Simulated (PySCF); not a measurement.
Compound: C7H12FP.
Geometry (PBE0-D3(BJ)/def2-SVP, Å), atoms numbered from 1 in this order:
```xyz
21
C7H12FP angstrom
C      3.3962   -0.1933    0.9716
C      2.9846    0.7515    0.1234
C      2.1547    0.5075   -1.0960
P      0.4091    1.1682   -0.8871
C     -0.2954   -0.1280   -0.0662
F      0.3840   -1.2461    0.2261
C     -1.7135   -0.2223    0.4030
C     -2.4937    1.0707    0.2222
C     -2.4109   -1.4118   -0.2639
H      3.9885    0.0584    1.8549
H      3.1490   -1.2476    0.8152
H      3.2426    1.7981    0.3291
H      2.1146   -0.5637   -1.3421
H      2.5747    1.0431   -1.9632
H     -1.6411   -0.4439    1.4862
H     -3.5102    0.9571    0.6272
H     -2.0094    1.9134    0.7368
H     -2.5828    1.3331   -0.8439
H     -1.8356   -2.3381   -0.1280
H     -3.4118   -1.5616    0.1680
H     -2.5245   -1.2313   -1.3444
```

The closed-shell ground state was solved at several levels (PySCF, density fitting, gas phase, non-relativistic).

```tsv
level	basis functions	HOMO (eV)	LUMO (eV)	gap (eV)	dipole (D)
HF/pcSseg-1	220	-8.86	2.24	11.10	1.12
PBE0/pcSseg-1	220	-6.74	-1.26	5.48	1.04
```

Task: Estimate the row for B3LYP/def2-SVPD, a basis of 283 functions; the other rows only guide the guess.

Result: HOMO -6.54 eV, LUMO -1.48 eV, gap 5.06 eV, dipole 0.89 D.

Task: Over all these levels, which gives the widest orbital gap and which the narrowest?

Result: HF/pcSseg-1 (Hartree–Fock, all exact exchange) has the widest, 11.10 eV, and B3LYP/def2-SVPD (global hybrid, 20 % exact exchange) the narrowest, 5.06 eV. Functional and basis both differ between the two, so the spread mixes both effects. The HOMO need not be the same orbital at Hartree–Fock and at DFT levels.

Task: How far do the dipole and the HOMO energy spread over the levels?

Result: The dipole runs from 0.89 to 1.12 D (mean 1.02 D) and the HOMO from -8.86 to -6.54 eV.

One conformer stands for the species.
